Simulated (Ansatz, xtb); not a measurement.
# C6H8Cl+: where a starting geometry ends

The starting geometry of this gas-phase singlet was built from a drawn formula by distance geometry and a force field; its bonds are those of `C#C[C+](CC)CCl`.

```xyz
15

C     1.9759    0.1793   -2.9391
C     1.1171    0.3436   -2.1296
C     0.1088    0.5395   -1.1368
C    -0.0733   -0.4186    0.0329
C     0.6824    0.0753    1.2081
C    -0.8157    1.7735   -1.2228
Cl   -2.3624    1.2927   -1.9423
H     2.7246    0.0024   -3.6728
H    -1.1528   -0.4622    0.2532
H     0.2752   -1.4430   -0.2600
H     0.5621   -0.6713    2.0423
H     1.7738    0.0901    1.0706
H     0.3341    1.0214    1.5816
H    -1.0012    2.1618   -0.2213
H    -0.3888    2.5116   -1.7996
```

**Question.** Predict what it relaxes into with r2SCAN-D4/def2-SVP.

**Answer.** It keeps its bonds, and is `C#C[C+](CC)CCl`.

The energy falls by 0.55 eV over 10 steps:

```csv
step,E − E(last) (eV)
1,0.547
2,0.096
3,0.024
4,0.010
5,0.004
6,0.002
7,0.001
8,0.000
9,0.000
10,0.000
```

Final geometry (Å):

```xyz
15

C     1.9439    0.1989   -2.8144
C     1.0346    0.3733   -2.0126
C     0.0238    0.5696   -1.0803
C    -0.1806   -0.3829    0.0237
C     0.8076    0.0347    1.1589
C    -0.8225    1.7916   -1.1777
Cl   -2.0854    1.0125   -2.2076
H     2.7487    0.0479   -3.5213
H    -1.2154   -0.3161    0.3929
H     0.0431   -1.4128   -0.2914
H     0.6228   -0.6423    2.0061
H     1.8530   -0.0734    0.8392
H     0.6345    1.0668    1.4963
H    -1.2727    2.0969   -0.2237
H    -0.3757    2.6314   -1.7238
```

From the same start GFN2-xTB reaches the same bonding as this run.

The end wasn't checked by frequencies. Run with Ansatz 0.2.0, 21 s on 4 threads of Arm Neoverse V1, on a shared host.
